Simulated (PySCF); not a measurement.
Electronic structure of Kr²⁺ (krypton, charge +2) at the UHF level

Configuration: [Ar] 3d10 4s2 4p4, high-spin 3P determinant. All numbers are calculated (PySCF 2.14, the spin-free X2C one-electron Hamiltonian (Gaussian nucleus), in cc-pVDZ-DK (5s4p2d, 27 functions)).

```json
{
  "Total energy": "-2786.712248 hartree",
  "One-electron energy": "-3843.4577 hartree",
  "Hartree (Coulomb) energy": "1151.6389 hartree",
  "Exchange energy": "-94.8935 hartree",
  "⟨S²⟩": "2.0054",
  "⟨L²⟩": "2.016",
  "Sum of ⟨r⟩": "21.27 bohr",
  "Sum of ⟨r²⟩": "26.15 bohr²",
  "Traceless quadrupole moment −½Σ⟨3z² − r²⟩ along its main axis": "-1.53 e·bohr²",
  "Langevin diamagnetic susceptibility": "-20.7 ×10⁻⁶ cm³/mol",
  "Time after the integrals": "0.05 s of wall time on 1 thread of Neoverse-V2 (shared host)"
}
```

| shell | electrons | mean orbital energy (eV) | spread (eV) | rms radius, mean of both spins (bohr) |
| --- | --- | --- | --- | --- |
| 1s α | 1 | -14429.5 | 0 | 0.0478 |
| 1s β | 1 | -14429.2 | 0 | 0.0478 |
| 2s α | 1 | -1986.4 | 0 | 0.199 |
| 2s β | 1 | -1986.2 | 0 | 0.199 |
| 2p α | 3 | -1754.5 | 0.296 | 0.177 |
| 2p β | 3 | -1754.1 | 0.133 | 0.177 |
| 3s α | 1 | -331.16 | 0 | 0.565 |
| 3s β | 1 | -330.50 | 0 | 0.565 |
| 3p α | 3 | -254.78 | 0.909 | 0.581 |
| 3p β | 3 | -253.91 | 0.076 | 0.581 |
| 3d α | 5 | -127.56 | 0.864 | 0.611 |
| 3d β | 5 | -127.09 | 0.483 | 0.611 |
| 4s α | 1 | -57.573 | 0 | 1.62 |
| 4s β | 1 | -50.712 | 0 | 1.62 |
| 4p α | 3 | -37.890 | 2.135 | 1.88 |
| 4p β | 1 | -34.994 | 0 | 1.88 |

Densities and radii are taken from the X2C orbitals without a picture-change correction, which distorts them close to the nucleus.
